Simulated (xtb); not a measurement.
Cl$_{4}$V, charge +2, doublet, at a GFN2-xTB geometry of the parent state (such geometries of metal compounds can be far from the true shape) (a state made from the parent by changing its charge; the spin is typed, not shown lowest); xtb with GFN0-xTB.

Here is a job for xtb.
```
$ xtb mol.xyz --gfn 0 --chrg 2 --uhf 1 --json

# file mol.xyz
5

V      0.00000000     0.00000000     0.00000000
Cl     1.68640898    -0.39049992    -1.07430154
Cl     0.63181644     0.30687967     1.91238648
Cl    -0.90946576     1.55036739    -0.95907361
Cl    -1.40875965    -1.46674714     0.12098867
```

Question: What does xtb print? Leave out banner, timings and long lists.

Answer: 
```
   ID    Z sym.   atoms
    1   23 V      1
    2   17 Cl     2-5

           -------------------------------------------------
          |                Calculation Setup                |
           -------------------------------------------------

           -------------------------------------------------
          |                 G F N 0 - x T B                 |
           -------------------------------------------------

          ...................................................
          :                      SETUP                      :
          :.................................................:
          :  # basis functions                  50          :
          :  # atomic orbitals                  45          :
          :  # shells                           15          :
          :  # electrons                        31          :
          :  electronic temp.          300.0000000     K    :
          :  accuracy                    1.0000000          :
          :  -> integral cutoff          0.2500000E+02      :
          :  -> integral neglect         0.1000000E-07      :
          ...................................................

         :::::::::::::::::::::::::::::::::::::::::::::::::::::
         ::                     SUMMARY                     ::
         :::::::::::::::::::::::::::::::::::::::::::::::::::::
         :: total energy             -15.295876255752 Eh    ::
         :: gradient norm              0.014185925744 Eh/a0 ::
         :: HOMO-LUMO gap              4.410785348270 eV    ::
         ::.................................................::
         :: H0 energy                -18.370192118095 Eh    ::
         :: repulsion energy           0.021984023430 Eh    ::
         :: electrostat energy         3.054224568654 Eh    ::
         :: -> Gsolv                   0.000000000000 Eh    ::
         ::    -> Gsasa                0.000000000000 Eh    ::
         ::    -> Gshift               0.000000000000 Eh    ::
         :: dispersion energy         -0.001892729741 Eh    ::
         :: short-range corr.          0.000000000000 Eh    ::
         :: add. restraining           0.000000000000 Eh    ::
         :: total charge               2.000000000000 e     ::
         :::::::::::::::::::::::::::::::::::::::::::::::::::::

           -------------------------------------------------
          |                Property Printout                |
           -------------------------------------------------

    * Orbital Energies and Occupations

         #    Occupation            Energy/Eh            Energy/eV
      -------------------------------------------------------------
         1        2.0000           -0.9745217             -26.5181
       ...           ...                  ...                  ...
         4        2.0000           -0.9712045             -26.4278
         5        2.0000           -0.4846476             -13.1879
         6        2.0000           -0.4665202             -12.6947
         7        2.0000           -0.4659017             -12.6778
         8        2.0000           -0.4659017             -12.6778
         9        2.0000           -0.4624557             -12.5841
        10        2.0000           -0.4619788             -12.5711
        11        1.9995           -0.4558249             -12.4036
        12        1.9995           -0.4558249             -12.4036
        13        1.9673           -0.4517820             -12.2936
        14        1.6902           -0.4493242             -12.2267
        15        1.6902           -0.4493242             -12.2267
        16        1.6532           -0.4491648             -12.2224 (HOMO)
        17                         -0.2870715              -7.8116 (LUMO)
        18                         -0.2812078              -7.6521
        19                         -0.2534798              -6.8975
        20                         -0.2534798              -6.8975
        21                         -0.2335424              -6.3550
        22                         -0.0697463              -1.8979
        23                         -0.0684832              -1.8635
        24                         -0.0684832              -1.8635
        25                         -0.0674738              -1.8361
        26                         -0.0665472              -1.8108
        27                         -0.0665472              -1.8108
       ...                                ...                  ...
        45                          0.5955845              16.2067
      -------------------------------------------------------------
                  HL-Gap            0.1620934 Eh            4.4108 eV
             Fermi-level            0.0000000 Eh            0.0000 eV

     #   Z          covCN         q      C6AA      α(0)
     1  23 V        3.089     1.013   129.013    22.409
     2  17 Cl       0.788     0.247    90.218    14.518
     3  17 Cl       0.788     0.247    90.218    14.518
     4  17 Cl       0.788     0.247    90.218    14.518
     5  17 Cl       0.788     0.247    90.218    14.518

 Mol. C6AA /au·bohr⁶  :       2419.147633
 Mol. C8AA /au·bohr⁸  :     132087.839848
 Mol. α(0) /au        :         80.482385

Wiberg/Mayer (AO) data.
largest (>0.10) Wiberg bond orders for each atom

 ---------------------------------------------------------------------------
     #   Z sym  total        # sym  WBO       # sym  WBO       # sym  WBO
 ---------------------------------------------------------------------------
     1  23 V    1.897 --     5 Cl   0.474     4 Cl   0.474     3 Cl   0.474
                             2 Cl   0.474
     2  17 Cl   0.576 --     1 V    0.474
     3  17 Cl   0.576 --     1 V    0.474
     4  17 Cl   0.576 --     1 V    0.474
     5  17 Cl   0.576 --     1 V    0.474
 ---------------------------------------------------------------------------

Topologies differ in total number of bonds
Writing topology from bond orders to xtbtopo.mol

 dipole moment from electron density (au)
     X       Y       Z
  -0.0000  -0.0000   0.0000  total (Debye):    0.000

           -------------------------------------------------
          | TOTAL ENERGY              -15.295876255752 Eh   |
          | GRADIENT NORM               0.014185925744 Eh/α |
          | HOMO-LUMO GAP               4.410785348270 eV   |
           -------------------------------------------------

normal termination of xtb
```
